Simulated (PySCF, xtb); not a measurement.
B(Br)(Me)(vinyl) (C₃H₆BBr), SMILES B(C)(C=C)Br. Other conformers were not sampled.

Harmonic wavenumbers (cm⁻¹) from GFN2-xTB (xtb) at its own minimum, in rising order: 27, 61, 191, 263, 285, 339, 544, 579, 815, 831, 935, 982, 1026, 1036, 1174, 1311, 1394, 1412, 1476, 1491, 1641, 2974, 3019, 3022, 3030, 3088, 3110.

### Question
What does PBE-D3(BJ)/def2-SVP in PySCF 2.14.0 give at its own minimum? (Estimate from the structure and the level; the computed values follow.)

### Answer
54, 78, 202, 265, 331, 340, 565, 574, 770, 818, 954, 968, 1003, 1016, 1158, 1256, 1280, 1374, 1380, 1384, 1617, 2969, 3046, 3056, 3072, 3080, 3150. Paired by order, the mean absolute difference is 32 cm⁻¹ and the zero-point energies are 51.5 and 51.1 kcal/mol.
